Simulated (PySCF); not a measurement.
## CsPb⁻: from constants to spectrum

ROHF-SCS-MP2 constants of CsPb⁻, triplet, unpaired electrons π ↑↑ (PySCF, scalar-relativistic core potentials, basis sets Cs def2-SVPD with ECP46, Pb def2-SVPD with ECP60; masses 132.9054 and 207.9766 u):

| Quantity | Value |
| --- | --- |
| ωe | 63.6 cm⁻¹ |
| ωexe | 0.18 cm⁻¹ |
| Be | 0.014219 cm⁻¹ |
| αe | 4.98e-05 cm⁻¹ |
| D (centrifugal) | 2.84e-09 cm⁻¹ |
| De to Cs⁻ + Pb | 1.08 eV |

Q: Give the vibrational terms G(v) and spacings up to v = 6.

A: G(v) = ωe(v+½) − ωexe(v+½)².

| v | G(v) (cm⁻¹) | G(v) − G(v−1) | Bv (cm⁻¹) |
| --- | --- | --- | --- |
| 0 | 31.8 |  | 0.01419 |
| 1 | 95.0 | 63.2 | 0.01414 |
| 2 | 157.9 | 62.9 | 0.01409 |
| 3 | 220.4 | 62.5 | 0.01404 |
| 4 | 282.6 | 62.2 | 0.01399 |
| 5 | 344.4 | 61.8 | 0.01395 |
| 6 | 405.8 | 61.4 | 0.01390 |

Q: How well does the Morse estimate ωe²/(4ωexe) reproduce De, and what is D0?

A: It gives 0.70 eV, 64 % of the computed De. D0 = De − G(0) = 1.08 − 0.00 = 1.08 eV.

Correlated steps freeze 4 core orbitals. Correlated levels converge slowly with the basis: in double zeta they bind strong bonds too weakly, by up to about 1 eV, and carry superposition errors of some tenths. Spin–orbit coupling is left out, which matters for elements this heavy, above all for dissociation energies. For an ion De counts to the pair picked by the measured ionisation energies or electron affinities, which need not be the lowest pair at this level. The state is the lowest determinant that a PBE0 search found; another state may lie lower at other levels.
